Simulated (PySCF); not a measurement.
# BeCl⁺ from Hartree–Fock to correlated methods

State: ¹Σ⁺ (singlet), closed shell. Set-up: Be pcseg-2, Cl pcseg-2; no relativity (PySCF 2.14). De refers to Be⁺ + Cl in their high-spin ground configurations, without counterpoise correction. A positive dipole points towards Cl; it is taken about the centre of mass and depends on that origin.

| Level | Re (Å) | ωe (cm⁻¹) | De (eV) | μ (D) |
| --- | --- | --- | --- | --- |
| RHF | 1.716 | 1046 | 3.05 | -8.70 |
| RHF-MP2 | 1.719 | 1041 | 4.40 | n/a |
| RHF-SCS-MP2 | 1.720 | 1036 | 4.31 | n/a |
| RHF-CCSD | 1.718 | 1036 | 4.24 | n/a |
| RHF-CCSD(T) | 1.721 | 1030 | 4.35 | n/a |
| LDA | 1.714 | 1020 | 5.16 | -7.81 |
| PBE | 1.724 | 1005 | 4.60 | -7.84 |
| r²SCAN | 1.719 | 1029 | 4.49 | -8.18 |
| B3LYP | 1.718 | 1018 | 4.41 | -8.00 |
| PBE0 | 1.714 | 1034 | 4.46 | -8.09 |
| M06-2X | 1.714 | 1034 | 4.48 | -8.19 |

Which functional lies closest to RHF-CCSD(T) in De, which farthest, and by how much do they differ from it?

Closest is B3LYP (-0.3 pm in Re, -1.2 % in ωe, +0.06 eV in De against RHF-CCSD(T) in the same basis), farthest LDA (-0.7 pm in Re, -1.0 % in ωe, +0.81 eV in De). CCSD(T) converges more slowly with the basis than the functionals do and binds too weakly in this one, so the order can change at the basis-set limit.

What does a quarter of exact exchange do here, going from PBE to PBE0?

PBE0 less PBE: -1.0 pm in Re, +2.9 % in ωe, -0.14 eV in De. Exact exchange removes part of the self-interaction that spreads semilocal densities, and in most molecules shortens and stiffens the bond and lowers De; so it does here.

What does the gradient correction do here, going from LDA to PBE?

PBE less LDA: +1.0 pm in Re, -1.5 % in ωe, -0.56 eV in De. The gradient correction favours the more uneven density of free atoms, so it tends to lengthen bonds and takes away much of the overbinding of LDA; so it does here.

Correlated steps freeze 5 core orbitals. For an ion De counts to the pair picked by the measured ionisation energies or electron affinities, which need not be the lowest pair at this level. Where the molecule has an RHF reference, its open-shell atoms are computed with UHF.

The whole job (state search and all levels along the bond) took about 0.99 min on 1 thread of Arm Neoverse V2 (shared host), peak memory 0.56 GiB.
